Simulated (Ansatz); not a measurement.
System: H₃BO₂, charge 0, singlet. H3BO2 (boronic acid, SMILES B(O)O).
B3LYP-D3(BJ)/def2-TZVP minimum from Ansatz (a program for electronic structure):
```xyz
6

B     -0.3227    -0.2778    -0.2299
H     -1.1017    -1.0063    -0.7652
O     -0.2757     1.0188    -0.6262
H      0.3804     1.5358    -0.1424
O      0.5156    -0.7067     0.7611
H      0.4151    -1.6373     0.9783
```
Charge 0, spin multiplicity 1.

Total energies in hartree (Ansatz). Radicals and triplets start from unrestricted determinants; spin-orbit coupling is neglected. Cores are frozen in correlated methods. No relativity. For partners of very few electrons the exact lower level stands in for a higher one.

| species | HF/cc-pVTZ | CCSD(T)/cc-pVTZ | HF/cc-pVQZ | CCSD(T)/cc-pVQZ | CCSDT(Q)/cc-pVTZ |
|---|---|---|---|---|---|
| 1: H3BO2 (SMILES OBO) | -176.33691 | -176.95613 | -176.35109 | -177.01286 | -176.95729 |
| 2: B (doublet) | -24.53207 | -24.59810 | -24.53297 | -24.60084 | -24.59852 |
| 3: H (doublet) | -0.49981 | -0.49981 | -0.49995 | -0.49995 | -0.49981 |
| 4: O (triplet) | -74.81176 | -74.97396 | -74.81729 | -74.99357 | -74.97430 |

Task: Work out the atomisation energy (electronic, to ground-state atoms) in kcal/mol: take Hartree-Fock from cc-pVQZ, extrapolate the CCSD(T) correlation energy as X^-3 (X = 3, 4), and add CCSDT(Q) - CCSD(T) in cc-pVTZ. 1 hartree = 627.51 kcal/mol.

Result: 
Species 1: correlation (64·(-0.66177) - 27·(-0.61922))/37 = -0.69282; step -0.00116; E1 = -176.35109 + (-0.69282) + (-0.00116) = -177.04507
Species 2: correlation (64·(-0.06787) - 27·(-0.06603))/37 = -0.06921; step -0.00042; E2 = -24.53297 + (-0.06921) + (-0.00042) = -24.60260
Species 3: correlation (64·(0.00000) - 27·(0.00000))/37 = 0.00000; step +0.00000; E3 = -0.49995 + (0.00000) + (+0.00000) = -0.49995
Species 4: correlation (64·(-0.17628) - 27·(-0.16220))/37 = -0.18655; step -0.00034; E4 = -74.81729 + (-0.18655) + (-0.00034) = -75.00418
-1·E1 +1·E2 +3·E3 +2·E4 = 0.93426 hartree = 586.3 kcal/mol.
